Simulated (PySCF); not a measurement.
The Rh–F bond energy of RhF₄

Method: PySCF, PBE0, basis Rh def2-SVP with ECP28, F def2-SVP (scalar-relativistic core potentials, no spin–orbit coupling, density fitting).

Each entry is the lowest minimum that a search over a few typed start shapes (and spin states, where more than one is plausible) found, or that minimum re-optimised at the stated level; isomers with ligand–ligand bonds, or fragments after loss of a ligand pair, can lie lower.

Total energies (Eh), which compare only within these settings: F atom -99.54905.

```json
{"species": "RhF₃", "2S+1": "3", "group": "C2v", "E (Eh)": "-409.49197", "ZPE (kJ/mol)": "15.0"}
{"species": "RhF₄", "2S+1": "4", "group": "D4h", "E (Eh)": "-509.14511", "ZPE (kJ/mol)": "22.2"}
```

Task: What are De and D0 for RhF₄ → RhF₃ + F?

Result: De = [(-409.49197) + (-99.54905) − (-509.14511)] × 2625.5 = 273 kJ/mol. The zero-point energy changes by -7.2 kJ/mol, so D0 = 266 kJ/mol.

Atoms and open shells are unrestricted, without spin–orbit or basis-set superposition corrections.

One determinant describes each species, so states of open d or f shells may be missed.
